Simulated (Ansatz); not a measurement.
CH$_{3}$NSiTe (`C1=N[SiH2][Te]1`). Charge 0, multiplicity 1. Te: def2 effective core potential.

Cartesian coordinates in Å:
```
C 0.697 1.074 0.329
N 0.138 0.796 -0.771
Si -0.553 -0.775 -0.369
Te 0.479 -0.423 1.891
H 1.262 1.991 0.525
H 0.010 -1.878 -1.184
H -2.034 -0.785 -0.421
```

(1) What are the harmonic wavenumbers in cm⁻¹ at PBE0-D4/def2-TZVP (Ansatz, finite differences of forces, unscaled)? (Best estimate.)

(2) Is this a minimum?

(3) Give the ideal-gas thermochemistry at 298.15 K and 1 bar (rigid rotor, harmonic oscillator; point group Cs, symmetry number 1).

(4) And at 400, 500, 600, 800 and 1000 K?

Answers

(1) Computed: 252, 329, 341, 512, 573, 656, 747, 789, 869, 943, 1252, 1610, 2239, 2255, 3077.

(2) Yes, all 15 modes are real.

(3) Zero-point energy 98.4 kJ/mol; H(298) − E = 113.7 kJ/mol; entropy 313.2 J/(mol·K), of which translation 173.9, rotation 112.1, vibration 27.1; G(298) − E = 20.3 kJ/mol.

(4) 
```
T (K)  H − E (kJ/mol)  S (J/mol/K)  G − E (kJ/mol)
  400           122.5        338.4           -12.9
  500           132.3        360.3           -47.8
  600           143.1        379.9           -84.9
  800           166.7        413.8          -164.3
 1000           192.3        442.4          -250.0
```
